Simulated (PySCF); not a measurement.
One of the candidates below gave these computed data.

All candidates are C2H5NOSi.

* Triplet: lowest triplet excitation (Tamm–Dancoff): 3.99 eV [TDA wB97X-D/def2-SVPD]
* 1H NMR: chemical shifts (computed TMS as zero) by class: 11.25 (1 H), 4.50 (3 H), 4.21 (1 H) ppm [GIAO PBE0/pcSseg-1]
* 13C NMR: chemical shifts (computed TMS as zero) by class: 194.1 (1 C), 57.0 (1 C) ppm [GIAO PBE0/pcSseg-1]
* Rotational structure: rotational constants A, B, C: 10.455, 2.745, 2.502 GHz [PBE0-D3(BJ)/def2-SVP]
* Valence photoelectron: vertical ionisation energy: 9.73 eV [ΔSCF wB97X-D/def2-SVPD]
* UV, first state: lowest singlet excitation: 4.59 eV (270 nm, f = 0.000) [TDDFT wB97X-D/def2-SVPD]
* Polarisability: 56.7 au [wB97X-D/def2-SVPD]

Gas-phase values; electronic properties from PySCF, density fitting. Levels stand in brackets. Isolated species at its PBE0-D3(BJ)/def2-SVP geometry (one conformer only). NMR classes are plain means over equivalent atoms (diastereotopic ones count apart unless rotation or inversion swaps them), as if these changed places fast.

Question: Which candidate is it?
A. `[H][Si]([H])(C)N=C=O`
B. `[SiH3]O[C@H]1C=N1`
C. `[H]/N=C\[SiH2]C=O`

Answer: B. It is `[SiH3]O[C@H]1C=N1`. Numbering: `[SiH3:1][O:2][C@H:3]1[CH:4]=[N:5]1`. Its formula, C2H5NOSi, gives 2 degrees of unsaturation: 1 ring and 1 π bond in the structure found. 2 carbons fall into 2 classes; from least to most shielded: C=N carbon [C4] (194.1 ppm), ring sp3 carbon bound to oxygen [C3] (57.0 ppm). Hydrogen classes from least to most shielded: 1 H on a C=N carbon, C4 (11.25 ppm), 3 H on an oxygen-bound silicon, Si1 (4.50 ppm), 1 H on an sp3 carbon bound to oxygen, C3 (4.21 ppm). The first electron is taken from the HOMO, whose largest Löwdin shares are 0.27 on the silyl ether oxygen, 0.27 on the C=N nitrogen, 0.17 on the sp3 carbon bound to oxygen and 0.16 on the C=N carbon. The optimised geometry has point group C1 and is an asymmetric top.

The others, at the same levels:
- `[H]/N=C\[SiH2]C=O` fails: its computed 13C shifts are 235.1 (1 C), 187.0 (1 C) ppm, 1H shifts are 13.09 (1 H), 12.05 (1 H), 9.40 (1 H), 4.31 (2 H) ppm and rotational constant A is 9.138 GHz (against 10.455 GHz).
- `[H][Si]([H])(C)N=C=O` fails: its computed 13C shifts are 127.1 (1 C), -2.0 (1 C) ppm, 1H shifts are 4.86 (2 H), 0.39 (3 H) ppm and lowest singlet excitation is 7.35 eV (169 nm, f = 0.001) (against 4.59 eV).

Each candidate is one conformer, not necessarily the lowest. The conformers computed, where there is a choice (atom-mapped SMILES and torsion angles):
- `[SiH3:1][O:2][C@H:3]1[CH:4]=[N:5]1`: Si1–O2–C3–C4 -43°
- `[H]/[N:1]=[CH:2]\[SiH2:3][CH:4]=[O:5]`: N1–C2–Si3–C4 -116°, C2–Si3–C4–O5 116°
